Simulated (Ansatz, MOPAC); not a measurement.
Noncovalent pair: SiH4 (SMILES [SiH4]) (first 5 atoms) with CH4O (SMILES CO); geometry from B3LYP-D3(BJ)/def2-TZVP.
(charge 0, multiplicity 1):
```xyz
11

Si    -0.1789    -0.1402     0.2736
H     -1.1339    -0.8896     1.1193
H     -0.3235     1.3151     0.4987
H     -0.5125    -0.4172    -1.1472
H      1.2073    -0.5807     0.5267
C     -0.2547    -0.4168     4.0692
O      0.4293     0.4799     3.2019
H     -0.1398    -0.1334     5.1203
H      0.1948    -1.3975     3.9233
H     -1.3207    -0.4856     3.8298
H      0.0501     1.3591     3.2994
```

Counterpoise-corrected where a basis set is named; no monomer relaxation.

Correlated levels freeze the cores. The state reached by PM7 isn't checked; PM7 holds dispersion and hydrogen-bond terms.

The values were computed with Ansatz (Gaussian basis) for Hartree–Fock, density functionals and correlated methods; MOPAC for PM7 (differences of heats of formation). Each number belongs to the level named beside it.

Predict the interaction energy from SCS-MP2/aug-cc-pV(D+d)Z.

-60 meV

What is the computed interaction energy (PM7)?

15 meV

Estimate the interaction energy that PBE0/def2-TZVPPD returns for this input.

-53 meV

Ansatz is a first-principles code.
